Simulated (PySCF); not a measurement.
# Spinor energies of Ga⁺ (gallium, charge +1)

Start: [Ar] 3d10 4s2. Calculated with PySCF 2.14 in x2c-SVPall-2c: generalised Hartree-Fock with the X2C-1e Hamiltonian and a Gaussian nucleus; one run each with spin-orbit coupling (SO) switched off, then screened by Boettger's factors.

```tsv
spinor shell	electrons	ε, spin-free (eV)	ε, screened SO (eV)	weight of nominal j (screened SO)	rms radius, screened SO (bohr)
1s1/2	2	-10445.8	-10445.7	1.000	0.0561
2s1/2	2	-1348.7	-1348.6	1.000	0.236
2p1/2	2	-1171.0	-1190.0	1.000	0.209
2p3/2	4	-1171.0	-1161.7	1.000	0.212
3s1/2	2	-187.29	-187.29	1.000	0.699
3p1/2	2	-131.36	-134.03	1.000	0.731
3d3/2	4	-39.991	-40.304	1.000	0.893
3d5/2	6	-39.991	-39.783	1.000	0.899
4s1/2	2	-19.016	-19.017	1.000	2.48
```

Task: Where does 3p3/2 lie, and what is the 3p spin-orbit splitting (screened SO)?

Result: At -130.06 eV, 3.965 eV above 3p1/2.

| quantity | spin-free | screened SO |
| --- | --- | --- |
| E (hartree) | -1941.63285 | -1941.68291 |
| M_J | 0 | 0 |
| ⟨J²⟩ | 0.000 | 0.000 |
| ⟨L²⟩ | 0.000 | 0.002 |
| ⟨S²⟩ | 0.000 | 0.002 |

Without spin-orbit coupling the j labels of p, d and f shells carry no meaning; the spin-free column gives the mean over the occupied spinors of each nl shell.
